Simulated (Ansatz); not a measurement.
The cluster Pd₂H₃. The state is a doublet with charge 0. Geometry PBE0-D4/def2-TZVP; atoms count from 1.

```xyz
5

Pd    0.0890   -0.3095    0.0349
Pd    0.4981    2.1290    0.7390
H    -0.5775   -1.1796   -1.2553
H     1.1354    0.6188    1.1110
H    -1.1449   -1.2587   -0.6297
```

In the def2 sets Pd takes a core potential; there is no spin–orbit coupling. In the doublet, H3 and H5 lie 0.85 Å apart (atoms count from 1), so H2 has formed as a molecule. The structure comes from a short search, and lower isomers may exist.

Q: Estimate the Mulliken populations from the PBE0/def2-TZVP orbitals of Ansatz.

A: 
| atom | charge (e) | spin (α − β) | d electrons |
| --- | --- | --- | --- |
| Pd1 | -0.15 | 0.16 | 9.33 |
| Pd2 | 0.08 | 0.77 | 9.18 |
| H3 | 0.04 | 0.02 | – |
| H4 | 0.00 | 0.04 | – |
| H5 | 0.04 | 0.02 | – |
Mulliken values depend strongly on the basis.

Q: Where does the spin sit?

A: Summed by element: Pd 0.93, H 0.07, of 1 unpaired in all. Largest on single atoms: Pd2 0.77, Pd1 0.16, H4 0.04.

Q: And the Mayer bond orders between heavy atoms (over 0.3)?

A: Pd1–Pd2 0.73 (2.57 Å).
